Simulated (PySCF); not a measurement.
A GIAO shielding run with PySCF 2.14 (density fitting, non-relativistic, gas phase) on SMILES C=CC(=O)c1ccccc1, C9H8O:

```
{"job": {"kind": "nmr", "xc": "KT2", "basis": "pcSseg-1", "pop": false}, "charge": 0, "multiplicity": 1}
C      3.578496    -0.788277     0.008703
C      2.246188    -0.876017     0.055332
C      1.411688     0.345663    -0.128103
O      1.934089     1.428184    -0.312256
C     -0.079848     0.226048    -0.085139
C     -0.822518     1.399193    -0.282288
C     -2.210908     1.371563    -0.258132
C     -2.880264     0.166600    -0.034571
C     -2.153758    -1.005697     0.163845
C     -0.760981    -0.977697     0.138363
H      4.220087    -1.662885     0.137252
H      4.045779     0.185985    -0.163344
H      1.763487    -1.840000     0.224594
H     -0.270990     2.325682    -0.453905
H     -2.778510     2.292023    -0.413693
H     -3.972556     0.142065    -0.014768
H     -2.674257    -1.949860     0.339595
H     -0.214027    -1.907974     0.296287
```

Hardware: 1 thread of an Arm Neoverse N1, shared host.

Q: How large is the calculation?

A: 70 electrons, 210 basis functions and 1080 auxiliary functions.

Q: How long does it take?

A: 86 s of wall time, with 19 SCF cycles. Times on a shared host scatter by some tens of per cent.

Q: And these other runs on the same molecule and hardware: GIAO shielding at PBE0/pcSseg-1?

A: PBE0/pcSseg-1: 210 functions, 55 s.
